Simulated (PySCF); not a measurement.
SnCl3Br, SMILES [Br][Sn]([Cl])([Cl])[Cl]. Atoms are numbered in the order given.

```xyz
5

Cl    -1.8859     1.0888     1.1284
Sn     0.0000     0.0000     0.3331
Cl     0.0000    -2.1777     1.1284
Cl     1.8859     1.0888     1.1284
Br     0.0000     0.0000    -2.1200
```
Charge 0, spin multiplicity 1.

Coordinates come from a PBE0-D3(BJ)/def2-SVP optimisation. The structure was generated by enumeration; whether it is a known compound was not checked. The def2 effective core potentials stand for the cores of Sn; spin–orbit coupling is left out.

Level of theory: PBE0-D3(BJ)/def2-SVP in PySCF 2.14.0.

Frequencies are harmonic and unscaled.

Modes within 1.5 cm⁻¹ of each other (mostly degenerate sets) share a row, with their intensities summed.

| mode | ν (cm⁻¹) | IR (km/mol) | moving atoms (share of kinetic energy) |
|---|---|---|---|
| 1–2 | 83 | 0.9 | Cl 71 %, Br 23 % |
| 3–4 | 116 | 15.7 | Cl 70 %, Sn 25 % |
| 5 | 119 | 10.7 | Cl 71 %, Sn 15 %, Br 14 % |
| 6 | 269 | 22.3 | Br 58 %, Sn 30 %, Cl 12 % |
| 7 | 377 | 33.1 | Cl 82 %, Sn 16 % |
| 8–9 | 406 | 115.2 | Cl 72 %, Sn 28 % |
